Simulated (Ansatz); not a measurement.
Li₃Te⁺ was relaxed with PBE0-D4 (def2-TZVP) in Ansatz in these states: charge +1 quintet, charge +1 singlet, charge +1 triplet. The geometries follow in no particular order.

In the def2 sets Te takes a core potential; there is no spin–orbit coupling.

A:

```xyz
4

Li   -0.4094   -0.1993   -2.3692
Li    1.6330   -1.4333    1.0484
Li   -1.5505    1.2368    1.3732
Te    0.3269    0.3959   -0.0524
```

B:

```tsv
atom	x (Å)	y (Å)	z (Å)
Li1	1.591	-0.131	2.956
Li2	0.005	0.002	0.000
Li3	0.555	1.976	-2.660
Te4	-2.151	-1.847	-0.296
```

C:

```
atom    x (Å)    y (Å)    z (Å)
 Li1   1.8388  -0.2945   1.4880
 Li2  -0.7010   0.5492  -3.0625
 Li3  -1.0247  -0.3489   2.1111
 Te4  -0.1131   0.0942  -0.5366
```

Question: Judge from the bond lengths which geometry belongs to which state (an estimate).

Answer: A is the charge +1 singlet (Li3–Te4 2.503 Å, Li1–Te4 2.503 Å, Li2–Te4 2.503 Å); B is the charge +1 quintet (Li3–Te4 5.247 Å, Li1–Te4 5.247 Å, Li2–Te4 2.856 Å); C is the charge +1 triplet (Li3–Te4 2.835 Å, Li1–Te4 2.839 Å, Li2–Te4 2.633 Å).

At PBE0-D4/def2-TZVP a singlet lies 5.43 eV below the charge +1 quintet. At PBE0-D4/def2-TZVP a singlet lies 2.66 eV below the charge +1 triplet. These are the stationary points nearest to one start from a short search; other shapes may lie lower in each state.
